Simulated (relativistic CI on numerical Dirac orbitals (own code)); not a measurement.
Hg⁵⁵⁺: sensitivity of the levels to the model

Base calculation: Dirac-Coulomb-Breit CI, KLI orbitals optimised for each configuration, QED by a radiative potential, unscaled Slater integrals.

Configuration list (outside the closed core [Ne]): 3s2.3p6.3d7, 3s2.3p5.3d8, 3s2.3p4.3d9, 3s.3p6.3d8, 3p6.3d9, 3s.3p5.3d9, 3s2.3p6.3d6.4s, 3s2.3p6.3d6.4p, 3s2.3p4.3d8.4s, 3s2.3p6.3d6.4d, 3s2.3p4.3d8.4p, 3s2.3p5.3d7.4s, 3s2.3p6.3d6.4f, 3s2.3p4.3d8.4d, 3s.3p5.3d8.4s, 3s2.3p5.3d7.4p, 3s.3p5.3d8.4p, 3s2.3p5.3d7.4d, 3s2.3p6.3d5.4s2, 3s.3p5.3d8.4d, 3s.3p6.3d7.4s, 3p6.3d8.4s, 3s2.3p5.3d7.4f, 3s2.3p6.3d5.4s.4p, 3s2.3p6.3d6.5s, 3p6.3d8.4p, 3s.3p6.3d7.4p, 3s2.3p6.3d5.4p2, 3s2.3p6.3d6.5p, 3s2.3p5.3d6.4s2, 3p6.3d8.4d, 3s2.3p6.3d6.5d, 3s2.3p6.3d6.5f, 3s.3p6.3d6.4s2, 3s2.3p5.3d7.5s, 3s2.3p6.3d6.6s. Levels of other configurations are missing.

Variants: (1) Breit term removed; (2) one mean potential for all configurations. Shifts of the energy above 3s2.3p6.3d7 4F_9/2, in eV, for the lowest level and the first level of each name with at least 55 % of one term (blank where a level changes its place among those of its configuration and J or its character, or is not in the variant):

| Level | Base | Δ(1) | Δ(2) |
| --- | --- | --- | --- |
| 3s2.3p6.3d7 4F_9/2 | 0.00 | 0.00 | 0.00 |
| 3s2.3p6.3d7 4F_7/2 | 96.66 | +1.35 | +0.01 |
| 3s2.3p6.3d7 4P_5/2 | 110.57 | +0.87 | +0.01 |
| 3s2.3p6.3d7 2H_11/2 | 113.17 | +3.44 | +0.01 |
| 3s2.3p6.3d7 2F_7/2 | 121.52 | +1.94 | +0.01 |
| 3s2.3p6.3d7 2F_5/2 | 126.29 | +1.14 | +0.01 |
| 3s2.3p6.3d7 2D_3/2 | 147.11 | +0.19 | +0.01 |
| 3s2.3p6.3d7 4F_5/2 | 201.18 | +2.88 | +0.02 |
| 3s2.3p6.3d7 2H_9/2 | 210.84 | +4.77 | +0.02 |
| 3s2.3p5.3d8 4G°_11/2 | 478.23 | +4.20 | -0.20 |
| 3s2.3p5.3d8 2D°_5/2 | 491.40 | +2.85 | -0.20 |
| 3s2.3p5.3d8 4F°_9/2 | 499.80 | +3.79 | -0.20 |
| 3s2.3p5.3d8 2P°_3/2 | 529.06 | +1.71 | -0.20 |
| 3s2.3p5.3d8 4G°_9/2 | 584.30 | +5.75 | -0.20 |
| 3s2.3p5.3d8 2H°_11/2 | 608.04 | +6.87 | -0.20 |
| 3s2.3p5.3d8 2G°_9/2 | 628.82 | +6.48 | -0.20 |
| 3s2.3p5.3d8 2F°_5/2 | 643.03 |  | -0.19 |
| 3s2.3p5.3d8 4D°_1/2 | 714.89 | +6.71 | -0.19 |
| 3s2.3p4.3d9 4F_9/2 | 997.60 | +7.23 | -0.24 |
| 3s2.3p4.3d9 2P_1/2 | 1007.24 | +6.26 | -0.23 |
| 3s2.3p4.3d9 2D_5/2 | 1029.43 | +5.96 | -0.22 |

At this charge energies of transitions that change n are usually good to better than 1 %, and those within a shell (Δn = 0) to a few per cent.

Ionisation energy from the two ground configurations alone: base 5489.32 eV; Breit term removed 5492.43 eV. The NIST ASD value (theoretical) is 5490 eV.

LS names give the leading component of a level, which can be under half, so a name can repeat, a term be missing and a line seem to break the LS rules.
